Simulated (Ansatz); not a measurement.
Correlation energies of `N[SiH]([O])O` radical by basis set

Cartesian coordinates in Å:
```
N 0.000 1.314 0.048
Si -0.246 -0.342 -0.159
O -1.742 -0.773 0.401
O 1.071 -1.033 0.521
H 0.879 1.687 0.361
H -0.749 1.983 0.044
H -0.447 -0.882 -1.539
H 1.235 -1.956 0.324
```

Total charge 0; spin multiplicity 2. The geometry is a stationary point of PBE0-D4/def2-TZVP. It is one conformer, not always the lowest. Frozen core, unrestricted reference, the Gaussian-basis code of Ansatz. CBS rows extrapolate triple and quadruple zeta.

| basis | HF (Eh) | MP2 corr. | CCSD corr. | (T) | CCSD(T) total |
| --- | --- | --- | --- | --- | --- |
| def2-TZVPP | -495.63180 | -0.75686 | -0.78831 | -0.02686 | -496.44697 |
| def2-QZVPP | -495.65159 | -0.81967 | -0.84314 | -0.03118 | -496.52591 |
| CBS(def2) | -495.65432 | -0.86619 | -0.88375 | -0.03438 | -496.57245 |
